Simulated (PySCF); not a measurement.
Compound: C₆H₆FN.
SMILES: `Nc1ccccc1F`

Torsions of this conformer, `[NH2:1][c:2]1[cH:3][cH:4][cH:5][cH:6][c:7]1[F:8]`: H–N1–C2–C3 161°, H–N1–C2–C3 26°.

The closed-shell ground state was solved at several levels (PySCF, density fitting, gas phase, non-relativistic). Geometry: PBE0-D3(BJ)/def2-TZVP; no solvent, vibrations or thermal averaging.

```json
{"level": "PBE0/pcSseg-2", "basis functions": "372", "total energy (Eh)": "-386.5605", "HOMO (eV)": "-6.12", "LUMO (eV)": "-0.20", "gap (eV)": "5.92", "dipole (D)": "1.67"}
{"level": "KT3/pcSseg-2", "basis functions": "372", "total energy (Eh)": "-392.8115", "HOMO (eV)": "-5.11", "LUMO (eV)": "-1.01", "gap (eV)": "4.10", "dipole (D)": "1.63"}
{"level": "B97-2/pcSseg-2", "basis functions": "372", "total energy (Eh)": "-386.8592", "HOMO (eV)": "-5.88", "LUMO (eV)": "-0.23", "gap (eV)": "5.65", "dipole (D)": "1.66"}
```

(1) Estimate the row for wB97X-D/pcSseg-2, a basis of 372 functions; the other rows only guide the guess.

(2) Over all these levels, which gives the widest orbital gap and which the narrowest?

(3) In the pcSseg-2 basis, how does the gap go with the fixed share of exact exchange?

(4) How far do the dipole and the HOMO energy spread over the levels?

## Answers

(1) Total energy -386.8630 Eh, HOMO -7.85 eV, LUMO 1.53 eV, gap 9.38 eV, dipole 1.66 D.

(2) wB97X-D/pcSseg-2 (range-separated hybrid) has the widest, 9.38 eV, and KT3/pcSseg-2 (GGA) the narrowest, 4.10 eV. From the narrowest to the widest the HOMO moves by -2.74 eV and the LUMO by +2.54 eV.

(3) KT3 (0 %) 4.10 eV; B97-2 (21 %) 5.65 eV; PBE0 (25 %) 5.92 eV. Each rise in the share widens the gap here.

(4) The dipole runs from 1.63 to 1.67 D (mean 1.66 D) and the HOMO from -7.85 to -5.11 eV.

Note: wB97X-D ran without an empirical dispersion term, which enters the total energy and its gradient alone.
